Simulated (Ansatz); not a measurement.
Computed with Ansatz on PBE0-D4/def2-TZVP structures; ΔE is electronic, products minus reactants. CBS: MP2 limit from def2 TZ/QZ plus the TZ coupled-cluster correction, frozen cores. Functionals use def2-TZVPP. Each species was taken in one conformer, which may not be the lowest.

Consider the formal exchange of groups at a C–B bond: `CCOB(C)F` + `OCO[SiH3]` → `C[SiH2]OCO` + `CCOBF`.

`CCOB(C)F`:

Cartesian coordinates in Å:
```
C 1.458 1.245 -1.000
C 0.667 1.245 0.287
O 0.268 -0.075 0.636
B -0.927 -0.586 0.278
C -1.341 -2.043 0.656
F -1.781 0.182 -0.419
H 1.817 2.253 -1.222
H 2.321 0.582 -0.921
H 0.839 0.913 -1.836
H -0.209 1.894 0.203
H 1.280 1.607 1.116
H -1.569 -2.620 -0.246
H -2.258 -2.035 1.252
H -0.565 -2.563 1.216
```

`OCO[SiH3]`:

Z-matrix (Å, degrees):
```
C
O 1 1.405
O 1 1.381 2 110.1
H 1 1.095 2 110.7 3 -117.0
H 1 1.101 2 108.9 3 122.7
Si 2 1.645 1 124.2 3 174.7
H 3 0.962 1 108.3 2 61.2
H 6 1.490 2 110.9 1 60.8
H 6 1.480 2 106.4 1 -179.3
H 6 1.489 2 110.7 1 -59.2
```

`C[SiH2]OCO`:

Cartesian coordinates in Å:
```
C 1.797 -0.549 1.313
Si 0.046 -0.194 0.808
O 0.089 0.251 -0.790
C -1.038 0.210 -1.614
O -2.083 1.002 -1.140
H 1.839 -0.823 2.371
H 2.427 0.332 1.166
H 2.215 -1.370 0.728
H -0.519 0.894 1.650
H -0.822 -1.398 0.947
H -0.708 0.528 -2.609
H -1.444 -0.806 -1.669
H -1.800 1.921 -1.161
```

`CCOBF`:

Cartesian coordinates in Å:
```
C -1.499 0.059 0.178
C -0.090 -0.056 0.703
O 0.735 -0.725 -0.242
B 1.729 -0.096 -0.880
F 2.434 -0.791 -1.761
H -2.143 0.521 0.930
H -1.902 -0.926 -0.063
H -1.530 0.674 -0.724
H -0.066 -0.648 1.621
H 0.327 0.932 0.927
H 2.005 1.055 -0.688
```

```
         level  ΔE (kJ/mol)
       ωB97M-V         -5.4
MP2/def2-QZVPP         -7.5
```

(1) What does CCSD(T)/CBS give? (Estimate.)

Largest T1 diagnostic among the species: 0.012.

Answers

(1) The calculation gave: -5.2 kJ/mol. The listed levels differ from it by -0.2, -2.3 kJ/mol.

In def2-TZVPP, CCSD(T) changes the Hartree–Fock value by −4.1 kJ/mol (the triples alone add −0.8 kJ/mol) and MP2 by −6.7 kJ/mol.
